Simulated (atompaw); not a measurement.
## Pseudopotential generation for Ti: PAW (atompaw), LDA (PW92), scalar-relativistic.

titanium (Ti), PAW, made with atompaw 4.2.0.5 (LDA (PW92), scalar-relativistic). Core [Ar], reference 3d2 4s1.5 4p0 (charge +0.5). Waves: 4s (bound): rc 2.90 bohr; 4s channel at 2.15 Ry: rc 3.00 bohr; 4p (bound, empty): rc 3.00 bohr; 4p channel at 0.5 Ry: rc 3.00 bohr; 3d (bound): rc 3.00 bohr; 3d channel at -0.2 Ry: rc 2.00 bohr. Local part: troulliermartins scheme with l = 3 at -0.5 Ry, radius 2.35 bohr. Core correction: smooth core density matched at 2.20 bohr. Augmentation charge: besselshape compensation charge, radius 2.30 bohr; PAW radius 3.00 bohr; waves and projectors: custom rrkj gramschmidtortho.

All-electron outer shells of the reference configuration (LDA (PW92), scalar-relativistic, ld1.x):

```csv
shell,level (eV),outermost node (bohr),outermost maximum (bohr)
3p,-42.29,0.37,0.90
3d,-7.89,–,0.97
4s,-7.50,1.24,2.81
4p,-4.04,1.38,3.52
```

Task: Does the generator finish with these settings?

Result: Yes, a potential is produced.

Task: Estimate the cutoffs (Ry, on a coarse ladder) from which the occupation-weighted sum of valence levels, in a spherical-Bessel basis at the reference potential, stays within 10 and 1 mRy of its value at 400 Ry.

Result: 8 Ry and 12 Ry.

Task: What does a ghost test show?

Result: No extra level below or beside the all-electron valence levels (s, p, d, f tested). The logarithmic derivative shows an extra or strongly shifted pseudo pole above the reference energy (s near 1.14 Ry).

Task: Is the overlap operator S = 1 + Σ q|β⟩⟨β| positive definite (Bessel basis up to 400 Ry)?

Result: Yes: its lowest eigenvalue is 0.44 (d channel).

Task: Which valence shell sets the plane-wave cutoff?

Result: 3d: its level needs 10 Ry to come within 1 mRy, against 6 Ry for 4s.
